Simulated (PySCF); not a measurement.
Cd(F)(SMe) (CH3CdFS), SMILES [S](C)[Cd][F]. Atoms are numbered in the order given.

```xyz
7

Cd     0.0630    -0.5830     0.0000
F     -0.4049    -2.4689     0.0000
S      0.6564     1.6856     0.0000
C     -0.9915     2.5148     0.0000
H     -1.5754     2.2751     0.8992
H     -0.7815     3.5940     0.0000
H     -1.5754     2.2751    -0.8992
```

Geometry optimised at B3LYP-D3(BJ)/def2-SVP. The def2 effective core potentials stand for the cores of Cd; spin–orbit coupling is left out. The values are those of a single conformer.

Calculation: TDA-PBE/def2-SVPD run with PySCF 2.14.0.

Vertical excitations. Gas-phase values at a fixed geometry. State labels are in the subgroup Cs.

Question: Give excitation energies, oscillator strengths and character. (An estimate is asked for; the answer gives what the named calculation found.)

Answer: 
| state | symmetry | energy (eV) | λ (nm) | f | main pairs |
|---|---|---|---|---|---|
| S1 | A" | 3.37 | 368 | 0.008 | HOMO→LUMO 100 % |
| S2 | A" | 4.38 | 283 | 0.000 | HOMO→LUMO+1 99 % |
| S3 | A' | 4.91 | 253 | 0.010 | HOMO→LUMO+2 67 %, HOMO−1→LUMO 32 % |
| S4 | A' | 5.39 | 230 | 0.010 | HOMO−2→LUMO 97 % |
| S5 | A" | 5.41 | 229 | 0.011 | HOMO−3→LUMO 100 % |
| S6 | A' | 5.84 | 212 | 0.248 | HOMO−1→LUMO 37 %, HOMO−1→LUMO+1 29 %, HOMO→LUMO+2 18 % |
| S7 | A' | 6.02 | 206 | 0.101 | HOMO−1→LUMO+1 68 %, HOMO−1→LUMO 13 % |
| S8 | A" | 6.19 | 200 | 0.000 | HOMO→LUMO+3 83 %, HOMO→LUMO+4 13 % |
| S9 | A" | 6.37 | 195 | 0.013 | HOMO−3→LUMO+1 52 %, HOMO→LUMO+4 43 % |
| S10 | A" | 6.40 | 194 | 0.021 | HOMO−3→LUMO+1 47 %, HOMO→LUMO+4 43 %, HOMO→LUMO+3 8 % |
| T1 | A" | 3.00 | 413 | 0 | HOMO→LUMO 100 % |
| T2 | A" | 4.18 | 297 | 0 | HOMO→LUMO+1 99 % |
| T3 | A' | 4.28 | 290 | 0 | HOMO−1→LUMO 97 % |
| T4 | A' | 4.71 | 263 | 0 | HOMO→LUMO+2 97 % |
Triplets are in the Tamm–Dancoff approximation.
